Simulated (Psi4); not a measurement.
C$_{3}$H$_{10}$N (SMILES C[NH+](C)C), charge +1, singlet, geometry from GFN2-xTB. Base run: SVWN/3-21G (Psi4).

Input for Psi4:
```
memory 2 GB

molecule mol {
1 1
N    -0.001457   -0.000790    0.349071
C    -0.006831    1.403606   -0.098896
C     1.219405   -0.695183   -0.098525
C    -1.211296   -0.707730   -0.108702
H    -0.002470    1.441351   -1.187098
H     0.873397    1.924963    0.272714
H    -0.895476    1.915832    0.265308
H     1.254596   -0.710204   -1.186717
H     1.229226   -1.720741    0.265951
H     2.105741   -0.184277    0.273087
H    -1.237217   -0.723067   -1.197150
H    -2.105939   -0.206018    0.255454
H    -1.213580   -1.733351    0.255724
H    -0.005745   -0.003113    1.375966
}

set {
  basis 3-21g
  reference rks
}

energy('svwn')
print_variables()
```

The base run was repeated with changes; each row names its change, and settings that it needs were set with it.

| change | basis functions | E (Eh) | core-seconds (rough) |
|---|---|---|---|
| base | 56 | -172.95897 | 4 |
| basis = STO-3G | 30 | -171.80721 | 3 |
| basis = 6-31G | 56 | -173.84172 | 4 |
| basis = def2-SV(P) | 76 | -173.73688 | 5 |
| basis = 6-31G* | 80 | -173.88895 | 5 |
| basis = 6-31+G* | 96 | -173.89116 | 6 |
| basis = 6-311G** | 132 | -173.93715 | 7 |
| basis = def2-SVPD | 160 | -173.77549 | 10 |
| basis = 6-311+G(2d,p) | 168 | -173.94148 | 10 |
| basis = aug-pcseg-1 | 182 | -173.86149 | 10 |
| basis = def2-TZVP | 184 | -173.95466 | 10 |
| basis = def2-TZVPD | 238 | -173.95590 | 20 |
| basis = pcseg-2 | 260 | -173.95671 | 20 |

Totals compare only among sets that treat the same electrons; sets with core potentials leave the core out.
